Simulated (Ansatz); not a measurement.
The cluster CuO2⁻, relaxed as a singlet with RKS r2SCAN-D4/def2-TZVPD in Ansatz, starting from the GFN1-xTB geometry. Force threshold 0.02 eV/Å.

The restricted singlet is unstable: a solution with broken spin symmetry lies lower. The highest occupied level of the charge -1 singlet lies above zero (up to 0.20 eV). Its loss leaves the charge 0 doublet, which lies 2.40 eV higher (vertical, at r2SCAN-D4/def2-TZVPD), but this difference is unsure: the doublet is doubtful (geometry relaxed on an unsound state). An occupied level of the charge -1 singlet lies above an empty one (by up to 0.30 eV), so this SCF solution is probably not the lowest. The relaxation made no stability test and no search for a lower SCF solution. At r2SCAN-D4/def2-TZVPD a triplet of charge -1 lies 1.20 eV below the restricted singlet, each at its own geometry. The structure comes from a short search, and lower isomers may exist.

Start:

```xyz
3

Cu   -0.067   -0.240   -0.389
O     1.464    0.320   -0.174
O    -1.397   -0.080    0.564
```

```tsv
step	energy (eV)	largest force component (eV/Å)	SCF passes
1	-48732.7884	0.505	26
2	-48732.8203	0.345	26
3	-48732.8982	0.448	36
4 (rejected)	-48732.8817	0.832	35
5	-48732.9197	0.039	29
6	-48732.9204	0.001	30
```

Force components are those of the run's own axes.

End:

Cartesian coordinates in Å:
```
Cu -0.0193 -0.0693 -0.1123
O 1.6108 0.2582 -0.3571
O -1.5915 -0.1889 0.4694
```

By distances, no bond broke or formed. The bond that changes most is Cu1–O3, from 1.64 to 1.68 Å (atoms count from 1).

No frequencies were taken in this run, so the end may be a saddle point.

Run time 7.5 s (4 threads of Arm Neoverse V1 on a shared host).
